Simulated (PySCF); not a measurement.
Removing the step error of a finite difference

System: ClGeI (SMILES [Cl][Ge][I]), singlet, at a GFN2-xTB geometry (core potentials on I). Level: CAMB3LYP/def2-SVP, polarisability (PySCF). Sums are taken with unrounded values, so a last digit can differ.

Second differences of the energy in a field along z gave a polarisability along z of 62.279 bohr³ at step 0.005 and 62.306 bohr³ at step 0.02 (atomic units).

Task: Extrapolate to zero step.

Result: The leading error of a symmetric difference goes as h², so A(h) = A0 + c h². Then c = (62.306 - (62.279))/(0.02² - 0.005²) = 70.2 (atomic units) and A0 = 62.279 - c × 0.005² = 62.277 bohr³. The analytic value from the same program and level is 62.277 bohr³: the smaller step missed it by 0.002, the extrapolation by 0.000.
